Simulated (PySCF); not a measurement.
Compound: C2H9O4PSi.
Atom-mapped SMILES: `[CH3:1][O:2][P:3](=[O:4])([O:5][CH3:6])[O:7][SiH3:8]` (hydrogens: H9, H10, H11 on C1; H12, H13, H14 on C6; H15, H16, H17 on Si8)

A GFN2-xTB structure was refined with PySCF, PBE0/def2-SV(P) geometry optimisation, gas phase. Its GFN2-xTB values:

| coordinate | GFN2-xTB |
| --- | --- |
| C1–O2 | 1.418 Å |
| C1–H9 | 1.092 Å |
| O2–P3 | 1.593 Å |
| P3=O4 | 1.462 Å |
| P3–O7 | 1.570 Å |
| O7–Si8 | 1.641 Å |
| Si8–H15 | 1.462 Å |
| C1–O2–P3 | 117.0° |
| O2–P3–O4 | 116.1° |
| O2–P3–O5 | 103.0° |
| O2–P3–O7 | 101.4° |
| P3–O5–C6 | 118.4° |
| P3–O7–Si8 | 130.4° |
| O4–P3–O5 | 114.5° |
| O4–P3–O7 | 116.2° |
| C1–O2–P3–O4 | -40° |
| O2–P3–O7–Si8 | 66° |

How do these coordinates change at the PBE0/def2-SV(P) level?

| coordinate | PBE0/def2-SV(P) (Å or °) | change |
| --- | --- | --- |
| O7–Si8 | 1.688 | +0.047 |
| Si8–H15 | 1.493 | +0.031 |
| P3–O7 | 1.592 | +0.022 |
| P3=O4 | 1.476 | +0.014 |
| O2–P3 | 1.606 | +0.013 |
| C1–H9 | 1.104 | +0.012 |
| C1–O2 | 1.417 | -0.001 |
| C1–O2–P3 | 120.0 | +3.0 |
| P3–O5–C6 | 120.8 | +2.4 |
| P3–O7–Si8 | 132.2 | +1.8 |
| O2–P3–O7 | 99.9 | -1.5 |
| O2–P3–O4 | 116.8 | +0.7 |
| O4–P3–O7 | 116.8 | +0.6 |
| O2–P3–O5 | 102.4 | -0.6 |
| O4–P3–O5 | 114.9 | +0.4 |
| O2–P3–O7–Si8 | 49 | -17 |
| C1–O2–P3–O4 | -47 | -7 |

The energy falls by 20.3 kJ/mol over 22 energy and gradient evaluations, the largest force component goes from 0.0231 to 4.3e-04 Eh/bohr, and the atoms move by 0.411 Å rms after alignment. The bond that changes most is O7–Si8 (ends: oxygen bonded to P and Si; oxygen-bound silicon), which lengthens by 0.047 Å. Bonds longer at the end by more than 0.005 Å: 14 of 16; shorter: 0. Among the dihedrals that turn most is P3–O7–Si8–H15, from 54° to 27°. Rotational constants go from 1918, 1185, 891.8 to 1909, 1122, 867.5 MHz.

The run used 138 basis functions and 143 SCF cycles in all. The run took 2.8 min wall on one thread of an Intel Xeon Platinum 8488C, shared host, and the process peaked at 0.66 GiB of memory.

PBE0/def2-SV(P) frequencies: not computed here. The numbers are those of one conformer.
